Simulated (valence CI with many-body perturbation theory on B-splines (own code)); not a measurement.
## Valence orbitals of Ga25+

Level of theory: valence CI with perturbative core correlation (CI+MBPT): four valence electrons over a frozen Dirac-Fock core [He], radial functions for each j: 11 s, 11 p, 10 d, 8 f, 5 g, 2 h, with the one-electron correlation potential Σ1, the two-electron term Σ2, the three-electron term Σ3, Breit, model QED; selected CI, second order for the rest, scaled by the run's own slope (own B-spline code, finite nucleus).

No measured spectrum was set against this ion. As an estimate, levels of excited configurations hold to 0.05 to 0.15 % of their energy, terms of the ground configuration to about 0.5 %. Among the levels kept, up to 1000 cm⁻¹ of a level comes from second order outside the variational space, and about a tenth of that is noise between levels of different J, which matters for small intervals.

These are the spectroscopic orbitals of the CI (the correlating ones are not listed), shaped by the core and the other valence electrons. h is the expectation value of the core's Dirac-Fock operator, without the valence repulsion; Σ1 is computed up to l = 3 at one energy for each symmetry, that of its lowest orbital but kept below the first core excitation, so for empty shells it is not the orbital's own correlation shift; Breit and QED include the response of the core, and the two lowest orbitals of each symmetry also the frequency dependence of Breit exchange, which makes a step in that column.

```
Orbital  h (hartree)  Σ1 (cm⁻¹)  Breit (cm⁻¹)  QED (cm⁻¹)  ⟨r⟩ (bohr)
  2s1/2      -109.63      -1192          7202        6495      0.2043
  3s1/2       -47.99       -278          1972        1831      0.4763
  4s1/2       -26.75       -106           783         737      0.8668
  5s1/2      -17.028      -51.9           390         369       1.372
  6s1/2      -11.782      -29.3           222         211       1.992
  7s1/2      -8.6332      -18.2           139         132       2.726
  2p1/2       -107.4      -2730         14020        -337      0.1741
  3p1/2      -47.331       -585          3762       -98.3      0.4518
  4p1/2      -26.475       -221          1508       -40.2      0.8469
  5p1/2      -16.887       -108           755       -20.3       1.357
  6p1/2        -11.7      -60.7           431       -11.6       1.982
  7p1/2      -8.5821      -37.6           269        -7.3       2.720
  2p3/2       -106.1      -2514          6027         239      0.1771
  3p3/2       -46.95       -539          1583        61.2      0.4559
  4p3/2      -26.315       -204           654        24.4      0.8523
  5p3/2      -16.805        -99           327        12.2       1.363
  6p3/2      -11.653      -56.0           186         7.0       1.990
  7p3/2      -8.5526      -34.7           116         4.4       2.730
  3d3/2      -46.623       -229           115       -22.2      0.3915
  4d3/2      -26.176      -96.5          62.4        -8.6      0.7923
  5d3/2      -16.734      -49.4          33.9        -4.2       1.308
  6d3/2      -11.612      -28.6          20.5        -2.4       1.938
  7d3/2      -8.5267      -18.0          13.2        -1.5       2.683
  3d5/2      -46.507       -222          36.3        28.9      0.3929
  4d5/2      -26.128      -93.7          19.5        12.7      0.7940
  5d5/2      -16.709      -48.0          10.2         6.6       1.310
  6d5/2      -11.598      -27.7           6.2         3.9       1.941
  7d5/2      -8.5176      -17.5           4.0         2.4       2.685
  4f5/2      -26.058      -18.3           0.6        -5.4      0.6887
  5f5/2      -16.678      -10.3           0.5        -2.7       1.206
  6f5/2       -11.58       -6.3           0.3        -1.6       1.840
  7f5/2      -8.5067       -4.1           0.2        -1.0       2.587
  4f7/2      -26.035      -18.1           0.1         4.4      0.6896
  5f7/2      -16.666      -10.2           0.1         2.3       1.207
  6f7/2      -11.573       -6.2           0.1         1.4       1.841
  7f7/2      -8.5023       -4.0           0.1         0.9       2.588
  5g7/2      -16.655                      0.0        -1.6       1.056
  6g7/2      -11.567                      0.0        -1.0       1.690
  7g7/2      -8.4979                      0.0        -0.6       2.439
  5g9/2      -16.648                      0.0         1.3       1.057
  6g9/2      -11.562                      0.0         0.8       1.691
  7g9/2      -8.4953                      0.0         0.5       2.440
  6h9/2      -11.562                                            1.499
 6h11/2      -11.559                                            1.499
```

Among the shells of the start configuration 2s2 2p2, Σ1 is largest in size for 2p1/2, where it is 0.012 % of h.

Lowest root of each symmetry, sizes in configuration state functions:

| J | Parity | Roots | Reference | Variational | Second order | Change by selected CI (cm⁻¹) | Change by second order (cm⁻¹) |
| --- | --- | --- | --- | --- | --- | --- | --- |
| 0 | even | 18 | 55 | 28850 | 105883 | -15818 | -1 |
| 1 | even | 34 | 129 | 31987 | 340690 | -14936 | -267 |
| 2 | even | 36 | 156 | 31997 | 551124 | -15957 | -399 |
| 3 | even | 21 | 128 | 32334 | 488977 | -19724 | -588 |
| 4 | even | 9 | 86 | 35741 | 509326 | -14539 | -116 |
| 5 | even | 3 | 47 | 43281 | 249592 | -15895 | -19 |
| 0 | odd | 14 | 52 | 28342 | 60070 | -19940 | -2 |
| 1 | odd | 33 | 136 | 31994 | 328111 | -19030 | -156 |
| 2 | odd | 32 | 155 | 31999 | 496350 | -10033 | -197 |
| 3 | odd | 18 | 122 | 31957 | 600352 | -17515 | -455 |
| 4 | odd | 8 | 74 | 34961 | 426322 | -21174 | -235 |
| 5 | odd | 2 | 32 | 36625 | 290422 | -26770 | -35 |
